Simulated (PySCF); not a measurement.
CHI2, SMILES I[CH]I (connectivity only; charge and spin as stated), charge +1, multiplicity 1.

The structure is a stationary point at PBE-D3(BJ)/def2-SVP. The multiplicity is an assumed one; other spin states were not compared. The isomer is the one that the SMILES or the coordinates give; other isomers of the formula were not compared. The def2 effective core potentials stand for the cores of I; spin–orbit coupling is left out.

Method: PBE-D3(BJ)/def2-SVP in PySCF 2.14.0.

Frequencies are harmonic and unscaled.

| mode | ν (cm⁻¹) | IR (km/mol) | moving atoms (share of kinetic energy) |
|---|---|---|---|
| 1 | 147 | 0.0 | I 92 % |
| 2 | 534 | 0.8 | C 80 %, I 13 % |
| 3 | 690 | 53.3 | H 70 %, C 30 % |
| 4 | 791 | 190.5 | C 82 %, H 11 % |
| 5 | 1146 | 37.9 | H 88 %, C 12 % |
| 6 | 3100 | 45.8 | H 92 %, C 8 % |
